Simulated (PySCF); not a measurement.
Vertical excitations of a molecule C₃H₂F₃, multiplicity 2 from TDA-PBE/def2-SVPD (PySCF), as energy in eV (oscillator strength): 3.59 (0.013), 4.44 (0.000), 5.07 (0.001), 5.45 (0.010), 6.06 (0.000), 6.07 (0.391), 6.37 (0.000), 6.75 (0.000), 6.78 (0.026), 6.80 (0.005). Geometry: B3LYP-D3(BJ)/def2-SVP. Other conformers were not sampled.

Question: Which structure fits?
A. F/C=C/[C](F)F
B. C=[C]C(F)(F)F
C. C=C(F)[C](F)F
D. [CH]=CC(F)(F)F

Answer: C, C=C(F)[C](F)F
